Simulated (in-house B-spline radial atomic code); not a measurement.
Ionisation energies along the 32-electron series, configuration [Ar] 3d10 4s2 4p2, as differences of self-consistent energies. NIST's values go from ground level to ground level; the uncertainty of those that are theory runs from under 0.1 % in few-electron ions to several per cent in heavy many-electron ones. Computed with an all-electron radial atomic-structure program (B-spline basis): non-relativistic Hartree-Fock, average of the configuration, point nuclei.

This level leaves out relativity, spin-orbit splitting included, which matters for heavy ions.

```json
{"ion": "Ge", "configuration after": "[Ar] 3d10 4s2 4p1", "ionisation energy (eV)": "6.91", "IE/(q+1)² (eV)": "6.9085", "-ε less Coulomb ΔSCF (eV)": "0.42031", "tabulated value (eV)": "7.899435", "tabulated kind": "measured", "computed minus tabulated (eV)": "-0.99"}
{"ion": "As+", "configuration after": "[Ar] 3d10 4s2 4p1", "ionisation energy (eV)": "17.31", "IE/(q+1)² (eV)": "4.3273", "-ε less Coulomb ΔSCF (eV)": "0.37455", "tabulated value (eV)": "18.5892", "tabulated kind": "measured", "computed minus tabulated (eV)": "-1.28"}
{"ion": "Se2+", "configuration after": "[Ar] 3d10 4s2 4p1", "ionisation energy (eV)": "30.16", "IE/(q+1)² (eV)": "3.3514", "-ε less Coulomb ΔSCF (eV)": "0.34942", "tabulated value (eV)": "31.697", "tabulated kind": "measured", "computed minus tabulated (eV)": "-1.53"}
{"ion": "Br3+", "configuration after": "[Ar] 3d10 4s2 4p1", "ionisation energy (eV)": "45.21", "IE/(q+1)² (eV)": "2.8254", "-ε less Coulomb ΔSCF (eV)": "0.33431", "tabulated value (eV)": "47.782", "tabulated kind": "measured", "computed minus tabulated (eV)": "-2.58"}
{"ion": "Kr4+", "configuration after": "[Ar] 3d10 4s2 4p1", "ionisation energy (eV)": "62.30", "IE/(q+1)² (eV)": "2.4921", "-ε less Coulomb ΔSCF (eV)": "0.325", "tabulated value (eV)": "64.69", "tabulated kind": "semi-empirical", "computed minus tabulated (eV)": "-2.39"}
{"ion": "Rb5+", "configuration after": "[Ar] 3d10 4s2 4p1", "ionisation energy (eV)": "81.37", "IE/(q+1)² (eV)": "2.2602", "-ε less Coulomb ΔSCF (eV)": "0.31928", "tabulated value (eV)": "82.9", "tabulated kind": "tabulated theory", "computed minus tabulated (eV)": "-1.53"}
{"ion": "Sr6+", "configuration after": "[Ar] 3d10 4s2 4p1", "ionisation energy (eV)": "102.34", "IE/(q+1)² (eV)": "2.0885", "-ε less Coulomb ΔSCF (eV)": "0.31591", "tabulated value (eV)": "104", "tabulated kind": "tabulated theory", "computed minus tabulated (eV)": "-1.66"}
{"ion": "Zr8+", "configuration after": "[Ar] 3d10 4s2 4p1", "ionisation energy (eV)": "?", "IE/(q+1)² (eV)": "?", "-ε less Coulomb ΔSCF (eV)": "?", "tabulated value (eV)": "?", "tabulated kind": "tabulated theory", "computed minus tabulated (eV)": "?"}
{"ion": "Nb9+", "configuration after": "[Ar] 3d10 4s2 4p1", "ionisation energy (eV)": "?", "IE/(q+1)² (eV)": "?", "-ε less Coulomb ΔSCF (eV)": "?", "tabulated value (eV)": "?", "tabulated kind": "tabulated theory", "computed minus tabulated (eV)": "?"}
{"ion": "Mo10+", "configuration after": "[Ar] 3d10 4s2 4p1", "ionisation energy (eV)": "?", "IE/(q+1)² (eV)": "?", "-ε less Coulomb ΔSCF (eV)": "?", "tabulated value (eV)": "?", "tabulated kind": "tabulated theory", "computed minus tabulated (eV)": "?"}
{"ion": "Tc11+", "configuration after": "[Ar] 3d10 4s2 4p1", "ionisation energy (eV)": "234.74", "IE/(q+1)² (eV)": "1.6302", "-ε less Coulomb ΔSCF (eV)": "0.31485", "tabulated value (eV)": "239", "tabulated kind": "tabulated theory", "computed minus tabulated (eV)": "-4.26"}
{"ion": "Ru12+", "configuration after": "[Ar] 3d10 4s2 4p1", "ionisation energy (eV)": "266.60", "IE/(q+1)² (eV)": "1.5775", "-ε less Coulomb ΔSCF (eV)": "0.31604", "tabulated value (eV)": "271", "tabulated kind": "tabulated theory", "computed minus tabulated (eV)": "-4.40"}
```

(1) Fill in the row of Zr8+.

(2) Fill in the row of Nb9+.

(3) Fill in the row of Mo10+.

(4) How far is this level of theory from the measured and semi-empirical values?

## Answers

(1) ionisation energy (eV): 149.86; IE/(q+1)² (eV): 1.8502; -ε less Coulomb ΔSCF (eV): 0.31336; tabulated value (eV): 153; computed minus tabulated (eV): -3.14.

(2) ionisation energy (eV): 176.36; IE/(q+1)² (eV): 1.7636; -ε less Coulomb ΔSCF (eV): 0.31338; tabulated value (eV): 180; computed minus tabulated (eV): -3.64.

(3) ionisation energy (eV): 204.66; IE/(q+1)² (eV): 1.6914; -ε less Coulomb ΔSCF (eV): 0.31393; tabulated value (eV): 209.3; computed minus tabulated (eV): -4.64.

(4) Over those 5 rows the differences run from -2.58 to -0.991 eV (mean absolute value 1.8 eV). The calculation leaves out relativity, correlation and, in open shells, the multiplet splittings that an average leaves out.
